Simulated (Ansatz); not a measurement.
HgI2 (SMILES [I][Hg][I]), singlet, at a GFN2-xTB geometry (such geometries of metal compounds can be far from the true shape) (core potentials on Hg, I); Ansatz (a first-principles code) with B3LYP/def2-SVP.

Input for Ansatz:
Ansatz 0.2 input:
```yaml
crystal:
  periodic: [false, false, false]
  atoms:
    - {symbol: Hg, position_ang: [0.00000000, 0.00000000, 0.00000000]}
    - {symbol: I, position_ang: [0.00000000, 0.00000000, 2.59145947]}
    - {symbol: I, position_ang: [-0.00000000, -0.00000000, -2.59145947]}
basis:
  gaussian:
    orbitals: def2-SVP
hamiltonian:
  xc: b3lyp
```

The log (banner, timings and long lists left out):

```
Functional definition: B3LYP
994 factors; integrals over basis functions are off by at most 1.4e-4 eV
mean field evaluation 1: about -20385.4255 eV, gradient 2.2e1 eV
mean field evaluation 2: about -20383.6385 eV, gradient 3.4e1 eV
mean field evaluation 4: about -20386.9268 eV, gradient 5.5e-1 eV
mean field evaluation 8: about -20387.0347 eV, gradient 6.9e-3 eV
mean field -20387.03467561 eV, -749.2097055001 hartree, gradient 6.6e-5 eV, S^2 0.000000; 0 other end points of the search recorded, 0 dependent functions left out
reference -20387.03489056 eV, -749.2097133997 hartree; 35, 35 occupied and 49, 49 virtual orbitals, 994 factors
Total energy: -20387.03489056 eV, -749.2097133997 hartree
```
